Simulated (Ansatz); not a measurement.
`F[SiH]1[CH2][AlH]1` + HCl → `Cl[SiH]1[CH2][AlH]1` + H–F at 298.15 K and 1 bar (ligand exchange at the Si–F bond).

Isolated molecules relaxed with PBE0-D4/def2-TZVP in Ansatz; ΔE leaves out vibrations. CCSD(T)/CBS adds triple-zeta CCSD(T) − MP2 to the extrapolated MP2 energy (def2 sets, frozen cores). This one scheme is used for every species.

| species | CCSD(T)/CBS energy (Eh) | H − E (kJ/mol) | S (J/(mol·K)) |
| --- | --- | --- | --- |
| `F[SiH]1[CH2][AlH]1` | -671.34781 | 131.0 | 316.9 |
| HCl | -460.38127 | 26.6 | 186.8 |
| `Cl[SiH]1[CH2][AlH]1` | -1031.32235 | 128.6 | 333.1 |
| H–F | -100.39570 | 33.5 | 173.6 |

H − E and S are ideal-gas, rigid-rotor, harmonic terms from PBE0-D4/def2-TZVP, for one conformer and one mirror image of each species. 1 Eh = 2625.50 kJ/mol, R = 8.31446 J/(mol·K).

Q: By hand: ΔE, ΔH, ΔS and ΔG.

A: ΔE = (-1031.32235) + (-100.39570) − (-671.34781) − (-460.38127) = 0.01103 Eh = 29.0 kJ/mol. Δ(H − E) = 128.6 + 33.5 − 131.0 − 26.6 = 4.5, so ΔH = 33.5 kJ/mol. ΔS = 333.1 + 173.6 − 316.9 − 186.8 = 3.0 J/(mol·K). ΔG = 33.5 − 298.15 × (3.0)/1000 = 32.6 kJ/mol.

Q: By hand: the equilibrium constant, and the temperature at which ΔG would vanish if ΔH and ΔS stayed fixed.

A: log₁₀ K = −ΔG/(RT ln 10) = -5.7. ΔG = 0 at ΔH/ΔS = 11167 K, far beyond where these terms or the molecules hold.

The number of gas molecules stays the same, so ΔS is small and ΔH decides. A doubt of 5 kJ/mol in ΔE shifts log₁₀ K by 0.9 here. Other conformers and mirror images would add mixing entropy, several J/(mol·K) or more a flexible species. These are equilibria of isolated gas molecules and say nothing of rates. Largest T1 diagnostic: 0.013 (customary marks: 0.02 for closed shells, 0.045 for open ones).
